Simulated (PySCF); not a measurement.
**Electronic structure of Zn⁺ (zinc, charge +1) at the UHF level**

Configuration: [Ar] 3d10 4s1, 2S determinant. Computed with PySCF 2.14 in pcseg-2 (6s4p3d2f1g, 56 functions), with the non-relativistic Hamiltonian (point nucleus).

```
Total energy                                     : -1777.534605 hartree
One-electron energy                              : -2474.7960 hartree
Hartree (Coulomb) energy                         : 766.7641 hartree
Exchange energy                                  : -69.5028 hartree
Kinetic energy                                   : 1780.05932 hartree
⟨S²⟩                                             : 0.7509
⟨L²⟩                                             : 0.000
Sum of ⟨r⟩                                       : 18.74 bohr
Sum of ⟨r²⟩                                      : 22.84 bohr²
Density at the nucleus (Gaussians lack the cusp) : 18200 bohr⁻³
Spin density at the nucleus                      : 6.73 bohr⁻³
Langevin diamagnetic susceptibility              : -18.1 ×10⁻⁶ cm³/mol
Time after the integrals                         : 0.18 s of wall time on 1 thread of Neoverse-V2 (shared host)
```

```json
{"shell": "1s α", "electrons": "1", "mean orbital energy (eV)": "-9620.3", "rms radius, mean of both spins (bohr)": "0.0592"}
{"shell": "1s β", "electrons": "1", "mean orbital energy (eV)": "-9620.2", "rms radius, mean of both spins (bohr)": "0.0592"}
{"shell": "2s α", "electrons": "1", "mean orbital energy (eV)": "-1214.3", "rms radius, mean of both spins (bohr)": "0.249"}
{"shell": "2s β", "electrons": "1", "mean orbital energy (eV)": "-1214.2", "rms radius, mean of both spins (bohr)": "0.249"}
{"shell": "2p β", "electrons": "3", "mean orbital energy (eV)": "-1066.4", "rms radius, mean of both spins (bohr)": "0.221"}
{"shell": "2p α", "electrons": "3", "mean orbital energy (eV)": "-1066.4", "rms radius, mean of both spins (bohr)": "0.221"}
{"shell": "3s α", "electrons": "1", "mean orbital energy (eV)": "-162.56", "rms radius, mean of both spins (bohr)": "0.743"}
{"shell": "3s β", "electrons": "1", "mean orbital energy (eV)": "-162.29", "rms radius, mean of both spins (bohr)": "0.743"}
{"shell": "3p α", "electrons": "3", "mean orbital energy (eV)": "-113.62", "rms radius, mean of both spins (bohr)": "0.783"}
{"shell": "3p β", "electrons": "3", "mean orbital energy (eV)": "-113.61", "rms radius, mean of both spins (bohr)": "0.783"}
{"shell": "3d α", "electrons": "5", "mean orbital energy (eV)": "-30.522", "rms radius, mean of both spins (bohr)": "0.995"}
{"shell": "3d β", "electrons": "5", "mean orbital energy (eV)": "-30.503", "rms radius, mean of both spins (bohr)": "0.995"}
{"shell": "4s α", "electrons": "1", "mean orbital energy (eV)": "-16.681", "rms radius, mean of both spins (bohr)": "2.78"}
```
